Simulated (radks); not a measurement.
Values are calculated unless marked as measured or tabulated.
Q: Bi2+, configuration [Hg] 6p1. Code: a radial shooting solver on a logarithmic mesh with Libxc functionals. Model: scalar-relativistic Kohn-Sham, PBE, spin-polarised, spherical densities, point nucleus; open shells are filled with parallel spins first (spin-orbit coupling, left out, can overturn this in heavy ions). Some entries of the table are withheld. Estimate them.

| orbital | occ. | eigenvalue (Ry) | r(max) (bohr) | <r^2> (bohr^2) |
|---|---|---|---|---|
| 1s up | 1 | -6666.812 | 0.009652 | 0.0003459 |
| 1s down | 1 | -6666.810 | 0.009652 | 0.0003459 |
| 2s up | 1 | -1198.885 | 0.05617 | 0.005240 |
| 2s down | 1 | -1198.885 | 0.05617 | 0.005240 |
| 2p up | 3 | -1025.460 | 0.04691 | 0.004486 |
| 2p down | 3 | -1025.459 | 0.04691 | 0.004486 |
| 3s up | 1 | -290.3794 | 0.1584 | 0.03368 |
| 3s down | 1 | -290.3787 | 0.1584 | 0.03368 |
| 3p up | 3 | -240.8474 | 0.1589 | 0.03501 |
| 3p down | 3 | -240.8466 | 0.1589 | 0.03501 |
| 3d up | 5 | -191.1786 | 0.1295 | 0.02902 |
| 3d down | 5 | -191.1780 | 0.1295 | 0.02902 |
| 4s up | 1 | -67.64926 | 0.3557 | 0.1603 |
| 4s down | 1 | -67.64812 | 0.3558 | 0.1603 |
| 4p up | 3 | -51.42487 | 0.3759 | 0.1841 |
| 4p down | 3 | -51.42364 | 0.3759 | 0.1841 |
| 4d up | 5 | -32.90288 | 0.3815 | 0.2059 |
| 4d down | 5 | -32.90147 | 0.3815 | 0.2059 |
| 5s up | 1 | -12.88875 | 0.7704 | 0.7730 |
| 5s down | 1 | -12.88537 | 0.7705 | 0.7729 |
| 4f up | 7 | -12.50920 | 0.3421 | 0.2321 |
| 4f down | 7 | -12.50758 | 0.3421 | 0.2321 |
| 5p up | 3 | -8.33647 | (1) | 1.013 |
| 5p down | 3 | -8.33283 | (2) | 1.012 |
| 5d up | 5 | -3.27762 | 1.033 | 1.742 |
| 5d down | 5 | -3.26548 | 1.032 | 1.725 |
| 6s up | 1 | -2.28233 | 1.840 | 4.810 |
| 6s down | 1 | -2.22732 | 1.829 | 4.772 |
| 6p up | 1 | -1.43989 | 2.285 | (3) |
| 6p down | 0 | -1.37641 | 2.278 | (4) |

A: 
(1) 5p up r(max) (bohr): 0.8602
(2) 5p down r(max) (bohr): 0.8603
(3) 6p up <r^2> (bohr^2): 7.699
(4) 6p down <r^2> (bohr^2): 7.716
